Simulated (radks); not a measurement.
The numbers below are computed, except where a source is named.
Isoelectronic series with 31 electrons, each ion in its NIST ground configuration. Level of theory: Dirac Kohn-Sham, PBE, spin-unpolarised, spherical densities, point nucleus; open shells are shared between the two j in proportion to 2j + 1 (a radial shooting solver on a logarithmic mesh with Libxc functionals). Total energies (hartree) and orbital eigenvalues (hartree):

| ion | configuration | E (hartree) | 4p3/2 | 4p1/2 | 4s1/2 |
|---|---|---|---|---|---|
| Ga | [Ar] 3d10 4s2 4p1 | -1944.01869 | -0.09340 | -0.09765 | -0.32881 |
| Ge+ | [Ar] 3d10 4s2 4p1 | -2098.65893 | -0.41021 | -0.41916 | -0.72970 |
| As2+ | [Ar] 3d10 4s2 4p1 | -2259.93301 | -0.82820 | -0.84294 | -1.22900 |
| Se3+ | [Ar] 3d10 4s2 4p1 | -2427.82976 | -1.33100 | -1.35275 | -1.81227 |
| Br4+ | [Ar] 3d10 4s2 4p1 | -2602.35201 | -1.91159 | -1.94170 | -2.47344 |
| Kr5+ | [Ar] 3d10 4s2 4p1 | -2783.51027 | -2.56603 | -2.60596 | -3.20915 |
| Rb6+ | [Ar] 3d10 4s2 4p1 | -2971.32013 | -3.29181 | -3.34317 | -4.01733 |
| Sr7+ | [Ar] 3d10 4s2 4p1 | -3165.80081 | -4.08725 | -4.15177 | -4.89662 |
| Zr9+ | [Ar] 3d10 4s2 4p1 | -3574.86560 | -5.88258 | -5.97928 | -6.86518 |
| Nb10+ | [Ar] 3d10 4s2 4p1 | -3789.50091 | -6.88092 | -6.99698 | -7.95343 |
| Mo11+ | [Ar] 3d10 4s2 4p1 | -4010.90894 | -7.94567 | -8.08347 | -9.11059 |
| Tc12+ | [Ar] 3d10 4s2 4p1 | -4239.12003 | -9.07641 | -9.23857 | -10.33652 |
| Ru13+ | [Ar] 3d10 4s2 4p1 | -4474.16620 | -10.27287 | -10.46216 | -11.63115 |
| Rh14+ | [Ar] 3d10 4s2 4p1 | -4716.08115 | -11.53480 | -11.75421 | -12.99451 |
| Pd15+ | [Ar] 3d10 4s2 4p1 | -4964.90015 | -12.86202 | -13.11477 | -14.42665 |
| Ag16+ | [Ar] 3d10 4s2 4p1 | -5220.66009 | -14.25440 | -14.54391 | -15.92769 |
| Cd17+ | [Ar] 3d10 4s2 4p1 | -5483.39946 | -15.71184 | -16.04178 | -17.49781 |
